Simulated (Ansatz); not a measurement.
HKO, singlet, at a GFN2-xTB geometry (such geometries of metal compounds can be far from the true shape); B3LYP/def2-SV(P) (Ansatz, a program for electronic structure).

The Ansatz input:
Ansatz 0.2 input:
```yaml
crystal:
  periodic: [false, false, false]
  atoms:
    - {symbol: K, position_ang: [-0.51599211, -0.25332463, -0.43505305]}
    - {symbol: O, position_ang: [1.04778559, 0.44431587, 0.88093051]}
    - {symbol: H, position_ang: [1.42156540, 1.25864102, 1.21856393]}
basis:
  gaussian:
    orbitals: def2-SV_P_.json
hamiltonian:
  xc: b3lyp
```
The basis file holds def2-SV(P) in the JSON format of the Basis Set Exchange.

Task: What does Ansatz print? Leave out banner, timings and long lists.

Result: 
```
Functional definition: B3LYP
386 factors; integrals over basis functions are off by at most 5.3e-4 eV
mean field evaluation 1: about -18375.9681 eV, gradient 6.7e1 eV
mean field evaluation 2: about -18225.2665 eV, gradient 1.7e2 eV
mean field evaluation 4: about -18384.3710 eV, gradient 5.8e0 eV
mean field evaluation 8: about -18384.4430 eV, gradient 9.6e-2 eV
mean field -18384.44303142 eV, -675.6158199817 hartree, gradient 1.7e-5 eV, S^2 0.000000; 0 other end points of the search recorded, 0 dependent functions left out
reference -18384.44333372 eV, -675.6158310911 hartree; 14, 14 occupied and 26, 26 virtual orbitals, 386 factors
Total energy: -18384.44333372 eV, -675.6158310911 hartree
```
